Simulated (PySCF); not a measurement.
Predicted microwave data (PySCF 2.14.0, PBE0-D3(BJ)/def2-SVP geometry optimisation, gas phase) for one isomer of [C3H8B]-:

```
Rotational constants                         : A = 20457, B = 4050, C = 3933 MHz
Dipole components (about the centre of mass) : |μa| = 6.05 D, |μb| = 1.92 D, |μc| = 0.80 D
Inertial defect                              : -20.99 u·Å²
κ                                            : -0.99
```

Question: Which structure is it? (One computed conformer of each.)
A. `C(=C\[BH3-])/C`
B. `[BH3-]C(=C)C`
C. `[BH3-:1][CH2:2][CH:3]=[CH2:4]` (charge -1) with B1–C2–C3–C4 115°
D. `[BH3-]/C=C\C`

Answer: C. It is [BH3-]CC=C, a near-prolate asymmetric top, point group C1. The candidates at the same level (rigid rotor, commonest isotopes):

| SMILES | A (MHz) | B (MHz) | C (MHz) | μa (D) | μb (D) | μc (D) | Δ (u·Å²) | point group | rotor |
| --- | --- | --- | --- | --- | --- | --- | --- | --- | --- |
| [BH3-]C(=C)C | 9021 | 7748 | 4431 | 5.46 | 0.23 | 0.00 | -7.20 | Cs | asymmetric top |
| [BH3-]/C=C\C | 15485 | 4848 | 3898 | 5.92 | 1.96 | 0.00 | -7.23 | Cs | asymmetric top |
| [BH3-]CC=C | 20457 | 4050 | 3933 | 6.05 | 1.92 | 0.80 | -20.99 | C1 | near-prolate asymmetric top |
| [BH3-]/C=C/C | 32975 | 3534 | 3345 | 7.72 | 0.65 | 0.00 | -7.23 | Cs | near-prolate asymmetric top |

`[BH3-]C(=C)C` has B 91 % too high; `[BH3-]/C=C\C` has A 24 % too low; `[BH3-]/C=C/C` has A 61 % too high. No structure here is proved a minimum.
